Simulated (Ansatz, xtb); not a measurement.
## C5H6OS: which of two isomers lies lower

We compare X, `SCc1ccco1`, a singlet, with Y, `COc1cccs1`, a singlet. Both are isolated molecules in the gas phase, relaxed with PBE0-D3(BJ)/def2-SVP; each stands in its lowest conformer found.

Quicker runs give these differences E(Y) − E(X): GFN2-xTB +24.8 kJ/mol; HF/STO-3G −10.9 kJ/mol (at GFN2-xTB geometries); r2SCAN-D4/def2-SVP +14.1 kJ/mol (at GFN2-xTB geometries).

**Question.** Estimate E(Y) − E(X) at the level CCSD(T)/def2-SVP + ΔMP2/def2-TZVPP.

**Answer.** Calculated at CCSD(T)/def2-SVP + ΔMP2/def2-TZVPP: E(Y) − E(X) = +11.3 kJ/mol, so structure X lies lower.

Level by level:

| level | geometry | E(Y) − E(X) (kJ/mol) | departure from the last row (kJ/mol) | job, with rough time for the two |
| --- | --- | --- | --- | --- |
| GFN2-xTB | GFN2-xTB | +24.8 | +13.5 | optimisation, 0.13 s |
| HF/STO-3G | GFN2-xTB | −10.9 | −22.2 | single point, 0.36 s |
| r2SCAN-D4/def2-SVP | GFN2-xTB | +14.1 | +2.8 | single point, 3.3 s |
| PBE0-D3(BJ)/def2-SVP | PBE0-D3(BJ)/def2-SVP | +21.5 | +10.2 | optimisation, 35 s |
| HF/def2-SVP | PBE0-D3(BJ)/def2-SVP | +30.2 | +18.9 | part of the CCSD(T) run |
| MP2/def2-SVP | PBE0-D3(BJ)/def2-SVP | +24.2 | +12.9 | part of the CCSD(T) run |
| CCSD(T)/def2-SVP | PBE0-D3(BJ)/def2-SVP | +27.5 | +16.2 | single point |
| CCSD(T)/def2-SVP + ΔMP2/def2-TZVPP | PBE0-D3(BJ)/def2-SVP | +11.3 |  | single point, 50 s |

As drawn, Y has 2 C–O, 2 C∷S, 1 C–H in place of 1 C–S, 1 C–C, 2 C∷O, 1 S–H (∷ is an aromatic bond).

HF/STO-3G puts the two in the other order. The largest departure from CCSD(T)/def2-SVP + ΔMP2/def2-TZVPP is that of HF/STO-3G, 22.2 kJ/mol. The last row adds to CCSD(T) the change of the MP2 difference between the two basis sets, here −16.2 kJ/mol, a large step that makes the value less sure.

With thermal terms from frequencies at re-optimised GFN2-xTB minima (ideal gas, soft modes damped towards free rotors, one conformer each, 298.15 K, 1 atm): on the last row, ΔE + ΔZPE = +16.0, ΔH = +15.9, ΔG = +17.3 kJ/mol.

The correlated steps freeze 11 core orbitals. Programs: Ansatz 0.2.0, xtb 6.7.1; the last row on 4 threads of Arm Neoverse V1 on a shared host.
